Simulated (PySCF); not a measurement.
Molecular orbitals of InSe

PBE0 at R = 2.662 Å; PySCF, scalar-relativistic core potentials, basis sets In cc-pVDZ-PP with ECP28, Se cc-pVDZ-PP with ECP10. State: quartet, unpaired electrons σ ↑, π ↑↑, a mixture of terms (⟨Lz²⟩ = 2.0), a second solution, started from another occupation. Only the outer orbitals are listed, counted within each symmetry, core potentials removing the inner ones.

| spin | orbital | occ. | ε (eV) | on In (%) | main shells (%) |
| --- | --- | --- | --- | --- | --- |
| α | 8σ | 1 | -10.93 | 61 | 60 In s, 37 Se p |
| α | 5π | 1 | -8.90 | 4 | 96 Se p |
| α | 9σ | 1 | -7.78 | 51 | 49 Se p, 35 In s, 16 In p |
| α | 5π | 1 | -7.70 | 5 | 95 Se p |
| α | 6π | 1 | -3.79 | 97 | 97 In p |
| α | 6π | 0 | -2.00 | 96 | 96 In p |
| α | 10σ | 0 | -0.48 | 95 | 90 In p |
| α | 11σ | 0 | 3.67 | 99 | 93 In s |
| β | 7σ | 1 | -18.18 | 7 | 93 Se s |
| β | 8σ | 1 | -9.42 | 66 | 63 In s, 31 Se p |
| β | 5π | 1 | -7.10 | 5 | 95 Se p |
| β | 9σ | 0 | -4.62 | 52 | 48 Se p, 35 In s, 17 In p |
| β | 5π | 0 | -4.52 | 7 | 92 Se p |
| β | 6π | 0 | -1.32 | 96 | 96 In p |

Problem. Which are the highest filled and the lowest empty level, where do they sit, and how wide is the gap?

Solution. Highest filled α 6π at -3.79 eV (in %: 97 In p); lowest empty β 9σ at -4.62 eV (in %: 48 Se p, 35 In s, 17 In p); the gap at PBE0 is -0.83 eV.

```json
{"bond order (Mayer)": "0.89", "⟨S²⟩": "3.760", "charge on In (Mulliken, basis-dependent)": "0.05", "charge on In (Löwdin, basis-dependent)": "-0.05", "dipole moment (positive dipole means In(−)Se(+))": "-0.45 D"}
```

Spin–orbit coupling is left out. Counting both spins, an empty level lies below a filled one in this solution, because spin and occupation are held.
